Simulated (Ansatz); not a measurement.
`BC[SiH](O)F` + HI → `BI` + `C[SiH](O)F` at 298.15 K and 1 bar (ligand exchange at a B–C bond).

Isolated molecules relaxed with PBE0-D4/def2-TZVP in Ansatz; ΔE leaves out vibrations. CBS: MP2 limit from def2 TZ/QZ plus the TZ coupled-cluster correction, frozen cores. def2 core potentials past Kr. For I outer-core shells are correlated without core-valence functions, which leaves a few kJ/mol of doubt a bond. Each species was taken in one conformer, which may not be the lowest.

| species | CCSD(T)/CBS energy (Eh) | H − E (kJ/mol) | S (J/(mol·K)) |
| --- | --- | --- | --- |
| `BC[SiH](O)F` | -530.62157 | 216.3 | 350.1 |
| HI | -298.03592 | 22.7 | 206.5 |
| `BI` | -323.43628 | 63.5 | 253.8 |
| `C[SiH](O)F` | -505.24344 | 182.7 | 314.7 |

H − E and S are ideal-gas, rigid-rotor, harmonic terms from PBE0-D4/def2-TZVP, for one conformer and one mirror image of each species. 1 Eh = 2625.50 kJ/mol, R = 8.31446 J/(mol·K).

Question: By hand: ΔE, ΔH, ΔS and ΔG.

Answer: ΔE = (-323.43628) + (-505.24344) − (-530.62157) − (-298.03592) = -0.02223 Eh = -58.4 kJ/mol. Δ(H − E) = 63.5 + 182.7 − 216.3 − 22.7 = 7.2, so ΔH = -51.2 kJ/mol. ΔS = 253.8 + 314.7 − 350.1 − 206.5 = 11.9 J/(mol·K). ΔG = -51.2 − 298.15 × (11.9)/1000 = -54.7 kJ/mol.

Question: By hand: the equilibrium constant, and the temperature at which ΔG would vanish if ΔH and ΔS stayed fixed.

Answer: log₁₀ K = −ΔG/(RT ln 10) = 9.6. ΔH and −TΔS have one sign here, so there is no such temperature.

The number of gas molecules stays the same, so ΔS is small and ΔH decides. A doubt of 5 kJ/mol in ΔE shifts log₁₀ K by 0.9 here. Other conformers and mirror images would add mixing entropy, several J/(mol·K) or more a flexible species. Modes under 60 cm⁻¹, often nearly free rotors, make the harmonic entropy too high. These are equilibria of isolated gas molecules and say nothing of rates. Largest T1 diagnostic: 0.012 (customary marks: 0.02 for closed shells, 0.045 for open ones).

ΔS is within the doubt of such terms, so its sign, and with it that verdict, could turn.
